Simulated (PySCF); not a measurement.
**Computed data sheet: `CC#[N+][BH2-]Cl`**

Compound: C2H5BClN.
Cartesian coordinates in Å at the PBE0-D3(BJ)/def2-SVP level; atoms count from 1:
```
atom  x, y, z in Å
C1    -1.7285    0.5261    0.3027
C2    -0.2854    0.4494    0.2718
N3     0.8624    0.3966    0.2544
B4     2.4152    0.3758    0.2683
Cl5    2.9222    1.8249    1.3050
H6    -2.1553   -0.4780    0.4389
H7    -2.0407    1.1660    1.1409
H8    -2.1029    0.9564   -0.6373
H9     2.7130   -0.6946    0.7669
H10    2.7448    0.4844   -0.8989
```

**PBE0-D3(BJ)/def2-SVP geometry optimisation, gas phase (PySCF)**

| Property | Result |
| --- | --- |
| Rotational constants A, B, C | 13.232, 1.558, 1.423 GHz |

PBE0/def2-SVPD ground state, ΔSCF and vertical TDDFT (core frozen in the response) (PySCF):

| Quantity | Value |
| --- | --- |
| Dipole moment | 8.66 D |
| HOMO energy | -7.03 eV |
| LUMO energy | -1.10 eV |
| HOMO–LUMO gap | 5.93 eV |
| Lowest singlet excitation | 4.73 eV (262 nm, f = 0.000) |
| Strongest line among the 10 lowest singlet transitions | S2 at 5.15 eV (241 nm, f = 0.046) |
| Lowest triplet excitation (Tamm–Dancoff) | 4.59 eV |
| Static isotropic polarisability | 65.9 au |
| Vertical ionisation energy | 9.27 eV |
| Electronic spatial extent ⟨r²⟩ about the centre of nuclear charge | 794 bohr² |

PBE0/pcSseg-1 ground state and GIAO shieldings, non-relativistic (PySCF):

| Quantity | Value |
| --- | --- |
| Lowest Hirshfeld atomic charge | -0.22 e on Cl5 |
| Highest Hirshfeld atomic charge | +0.19 e on C2 |
| 13C chemical shifts (computed TMS as zero) by class | 119.3 (C2), 2.0 (C1) ppm |
| 1H chemical shifts (computed TMS as zero) by class | 3.31 (H9/H10), 2.32 (H6/H7/H8) ppm |
| Isotropic shieldings of nuclei other than C and H, by class | 119 (B4), 32 (N3), 1006 (Cl5) ppm |
| Mayer bond orders between heavy atoms | C1–C2 1.05, C2–N3 2.65, N3–B4 0.65, B4–Cl5 0.90 |

Monoisotopic mass from the formula: 89.0204 u.

The polarisability is 9.77 Å³ as a volume (1 au = 0.148185 Å³), or 1.43 au for each of the 46 electrons. The principal polarisabilities are 49.5, 57.4 and 90.8 au; their mean is the isotropic value. The rotational constants make it an asymmetric top with κ = (2B − A − C)/(A − C) = -0.98, nearer the prolate limit (−1). In atomic units the dipole is 3.41 e·bohr (1 au = 2.5417 D). S1 lies 1.20 eV below the HOMO–LUMO gap; its leading configuration is HOMO→LUMO, weight 0.99. The ΔSCF ionisation energy exceeds −ε(HOMO) by 2.24 eV with PBE0.

For the geometry optimisation (PBE0-D3(BJ)/def2-SVP), the run took 14 s on one thread, x86-64 server, shared host.
